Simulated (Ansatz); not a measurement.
Stepwise reaction of `C[O][Ga]([OH])[O]C` with hydrogen chloride, as a gas-phase model of exchange steps in deposition or etching. ΔE in kJ/mol.

Isolated molecules relaxed with PBE0-D4/def2-TZVP in Ansatz; ΔE leaves out vibrations. CCSD(T)/CBS adds triple-zeta CCSD(T) − MP2 to the extrapolated MP2 energy (def2 sets, frozen cores). This one scheme is used for every species. Functionals use def2-TZVPP. B3LYP here is the variant with VWN-RPA as its local correlation; programs differ in this. For Ga outer-core shells are correlated without core-valence functions, which leaves a few kJ/mol of doubt a bond. Scalar relativity is left out up to krypton. One conformer a species, not always the lowest.

```tsv
step	reaction	PBE-D4	B3LYP-D4	ωB97M-V	CCSD(T)/CBS
2	`C[O][Ga]([OH])[Cl]` + HCl → `[OH][Ga]([Cl])[Cl]` + CH₃OH	-60.0	-58.7	-61.9	-57.0
```

**Question.** Give the row of step 1, `C[O][Ga]([OH])[O]C` + HCl → `C[O][Ga]([OH])[Cl]` + CH₃OH. (Best estimate.)

**Answer.** The calculation gave: 
```csv
step,reaction,PBE-D4,B3LYP-D4,ωB97M-V,CCSD(T)/CBS
1,`C[O][Ga]([OH])[O]C` + HCl → `C[O][Ga]([OH])[Cl]` + CH₃OH,-67.8,-65.5,-68.8,-64.1
```

**Question.** By hand: ΔE of the 2 steps together at CCSD(T)/CBS.

**Answer.** (-64.1) + (-57.0) = -121.1 kJ/mol, or -60.5 kJ/mol a step.

In ΔE each step is higher than the one before. All are downhill at CCSD(T)/CBS. PBE-D4 differs from CCSD(T)/CBS by -3.7 to -3.0 kJ/mol a step. Isolated molecules leave out the surface, adducts and barriers. Largest T1 diagnostic: 0.014.
